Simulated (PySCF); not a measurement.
# Correlation energy of Ta⁺ (tantalum, charge +1)

[Xe] 4f14 5d3 6s1, high-spin 5F determinant. Calculation: PySCF 2.14, in x2c-TZVPPall (11s7p7d3f1g, 97 functions); the spin-free X2C one-electron Hamiltonian (Gaussian nucleus). Frozen: [Xe] 4f14; 4 electrons correlated.

```tsv
level	correlation energy (mhartree)
CCSD	-30.31
(T)	-0.41
CCSD(T)	-30.72
```

Diagnostics: T1 = 0.0037, D1 = 0.0064, largest double amplitude 0.021.

Spin-orbit coupling, absent here, splits the open shell strongly.

Cost of the coupled-cluster step: about 5 core-seconds, for 4 correlated electrons.

Iterations:

```
CC2 = 0
CCSD nocc = (np.int64(4), np.int64(0)), nmo = (63, 63)
frozen orbitals [[0, 1, 2, 3, 4, 5, 6, 7, 8, 9, 10, 11, 12, 13, 14, 15, 16, 17, 18, 19, 20, 21, 22, 23, 24, 25, 26, 27, 28, 29, 30, 31, 32, 33], [0, 1, 2, 3, 4, 5, 6, 7, 8, 9, 10, 11, 12, 13, 14, 15, 16, 17, 18, 19, 20, 21, 22, 23, 24, 25, 26, 27, 28, 29, 30, 31, 32, 33]]
max_cycle = 100
direct = 0
conv_tol = 1e-08
conv_tol_normt = 1e-06
diis_space = 8
diis_start_cycle = 0
Init t2, MP2 energy = -0.024519302033456
Init E_corr(UCCSD) = -0.0245193020663656
cycle = 1  E_corr(UCCSD) = -0.028928480805101  dE = -0.00440917874  norm(t1,t2) = 0.0244633
cycle = 2  E_corr(UCCSD) = -0.0298807639276369  dE = -0.000952283123  norm(t1,t2) = 0.00860969
cycle = 3  E_corr(UCCSD) = -0.0303322217089591  dE = -0.000451457781  norm(t1,t2) = 0.00406168
cycle = 4  E_corr(UCCSD) = -0.0303078681095229  dE = 2.43535994e-05  norm(t1,t2) = 0.000991534
cycle = 5  E_corr(UCCSD) = -0.0303126455874389  dE = -4.77747792e-06  norm(t1,t2) = 0.000164266
cycle = 6  E_corr(UCCSD) = -0.0303124752198079  dE = 1.70367631e-07  norm(t1,t2) = 2.27301e-05
cycle = 7  E_corr(UCCSD) = -0.0303126061449116  dE = -1.30925104e-07  norm(t1,t2) = 5.40236e-06
cycle = 8  E_corr(UCCSD) = -0.0303125401418437  dE = 6.60030679e-08  norm(t1,t2) = 1.59376e-06
cycle = 9  E_corr(UCCSD) = -0.0303125644340984  dE = -2.42922547e-08  norm(t1,t2) = 2.3512e-07
cycle = 10  E_corr(UCCSD) = -0.0303125611782749  dE = 3.25582351e-09  norm(t1,t2) = 4.47513e-08
UCCSD converged
E(UCCSD) = -15599.8228343359  E_corr = -0.03031256117827493
UCCSD(T) correction = -0.000410683648194757
```
